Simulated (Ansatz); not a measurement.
C2H9AsSi (`C[As](C)[SiH3]`), relaxed with RKS PBE-D4/def2-SVP in Ansatz 0.2.0 from a rough embedded geometry. The force threshold is 0.03 eV/Å; the program also tests the step.

The species carries charge 0 and has multiplicity 1.

Start:

```xyz
13

C    -1.135   -0.496    1.117
As   -0.970    0.196   -0.669
C     0.150    1.673   -0.068
Si    0.825   -1.077   -1.201
H    -1.590   -1.577    1.064
H    -0.197   -0.591    1.674
H    -1.863    0.117    1.732
H     0.924    1.391    0.608
H     0.618    2.216   -0.912
H    -0.474    2.458    0.482
H     1.510   -0.645   -2.389
H     1.821   -1.087   -0.065
H     0.383   -2.578   -1.374
```

**Question.** How much energy does the relaxation release, and in how many steps? (Best estimate.)

**Answer.** Computed: 0.42 eV, in 4 steps.

**Question.** Which bonds change most? (Best estimate.)

**Answer.** Computed: As2–Si4 from 2.264 to 2.386 Å; C1–As2 from 1.923 to 1.998 Å; Si4–H11 from 1.438 to 1.507 Å; Si4–H13 from 1.574 to 1.507 Å.

**Question.** Give the relaxed structure. (An estimate is asked.)

**Answer.** Ansatz gave: 
```xyz
13

C    -1.212   -0.562    1.195
As   -0.955    0.229   -0.622
C     0.165    1.787   -0.062
Si    0.888   -1.169   -1.205
H    -1.660   -1.570    1.093
H    -0.264   -0.638    1.763
H    -1.921    0.080    1.755
H     0.989    1.495    0.618
H     0.588    2.274   -0.962
H    -0.491    2.517    0.453
H     1.531   -0.673   -2.474
H     1.934   -1.190   -0.115
H     0.408   -2.579   -1.434
```
